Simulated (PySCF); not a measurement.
F2H2OSeSi.

```xyz
7

O     -1.0267     1.5822     0.9843
Si    -0.7429     0.0834     0.3897
F     -1.8471    -0.3505    -0.7011
F     -0.9048    -0.9009     1.6487
Se     1.2422    -0.1545    -0.6698
H     -0.8321     2.3340     0.4121
H      1.9781     0.3577     0.5037
```
Charge 0, spin multiplicity 1.

Coordinates come from a B3LYP-D3(BJ)/def2-SVP optimisation. The structure was generated by enumeration, and PubChem lists no compound with its InChIKey, so it may never have been made. Other conformers were not sampled.

Computed with B3LYP/pcSseg-1 in PySCF. Non-relativistic, no solvent.

Computed absolute GIAO shielding of each atom: isotropic value and principal components (ppm):
| atom | σ(iso) | σ11 | σ22 | σ33 | span |
|---|---|---|---|---|---|
| O1 | 242.7 | 203.7 | 216.5 | 307.9 | 104.1 |
| Si2 | 376.6 | 331.3 | 383.1 | 415.3 | 84.1 |
| F3 | 288.5 | 234.5 | 248.0 | 383.1 | 148.6 |
| F4 | 298.5 | 245.7 | 258.4 | 391.3 | 145.6 |
| Se5 | 2086.9 | 1855.7 | 1986.4 | 2418.6 | 562.9 |
| H6 | 28.8 | 21.8 | 24.4 | 40.2 | 18.5 |
| H7 | 30.7 | 21.2 | 26.1 | 44.8 | 23.6 |
